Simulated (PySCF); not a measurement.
## H₂AsO, doublet: structure and spectrum

Method: PySCF, UPBE0, basis As def2-TZVP, O def2-TZVP, H def2-TZVP (no relativity, density fitting).

The structure is a minimum.

Coordinates in bohr (charge 0 multiplicity 2):
```
As    0.4823    0.0000    0.2093
O    -2.4880    0.0000   -0.8507
H     1.8501   -2.2093   -1.0403
H     1.8501    2.2093   -1.0403
```

| Quantity | Value |
| --- | --- |
| Point group | Cs |
| Bond lengths | As–H 1.526 Å (×2), As–O 1.669 Å |
| Bond angles | H–As–H 100.0°, H–As–O 107.5° (×2) |
| Zero-point energy | 44.6 kJ/mol |
| Rotational symmetry number | 1 |
| Rotational constants | 4.025, 0.4288, 0.4149 cm⁻¹ |
| Heat capacity Cp at 298.15 K | 45.4 J/(mol K) |
| Highest occupied level (α) | -7.62 eV |
| Lowest empty level (β) | -3.88 eV |
| Enthalpy at 298.15 K above 0 K | 10.97 kJ/mol |
| Atomisation energy without zero-point energy | 917 kJ/mol |
| Dipole moment | 2.94 D |
| Spin squared ⟨S²⟩ | 0.759 |
| Principal polarisabilities | 27.5, 32.5, 42.4 bohr³ |
| Principal quadrupole moments (Buckingham, traceless) about the centre of mass | -3.85, 1.32, 2.53 D Å |
| Entropy at 298.15 K and 1 bar (electronic part: spin only) | 260.9 J/(mol K) |

Harmonic modes (masses in u: As 74.922, O 15.995, H 1.008):
| symmetry | ω (cm⁻¹) | IR (km/mol) |
| --- | --- | --- |
| a' | 535 | 28.7 |
| a'' | 725 | 9.8 |
| a' | 873 | 12.2 |
| a' | 979 | 37.7 |
| a' | 2151 | 47.3 |
| a'' | 2186 | 113 |

Charges (e):
```
atom  Mulliken  Löwdin  polar tensor  spin (Mulliken)  Mayer order to As1
 As1      0.30    0.37          0.47             0.28                   –
  O2     -0.43   -0.32         -0.30             0.58                1.65
H3,4      0.07   -0.02         -0.09             0.07                0.89
```

Mulliken populations on As1: s 7.65, p 14.73, d 10.28, f 0.04.

Outer orbital energies (eV). α occupied: -27.22, -17.63, -11.96, -11.74, -10.53, -8.72, -7.62; empty: 0.04, 0.61, 0.79, 4.60. β occupied: -26.13, -17.11, -11.70, -10.83, -8.86, -8.28; empty: -3.88, 0.33, 0.83, 1.16.

Only a few start shapes were tried, so a lower isomer may exist.

The final relaxation and frequency run took 37 s on 4 threads of a shared Arm Neoverse V2 host, with 91 basis functions and 16 gradients; the process peaked at 1.1 GiB.
